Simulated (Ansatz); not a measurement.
Species: CH3O2, SMILES `[H]/[O+]=C\O` (H–O–C–O torsion 0°) (charge 1, multiplicity 1), formula CH3O2.

### Question
How many basis functions does frozen-core CCSD(T)/cc-pVTZ // TPSSh-D3(BJ)/def2-TZVP (Ansatz, an electronic-structure program) use, how many core orbitals are frozen, and how many electrons are correlated?

### Answer
132 basis functions and 3 frozen orbitals, which leaves 18 correlated electrons. Core time is of the order of seconds.
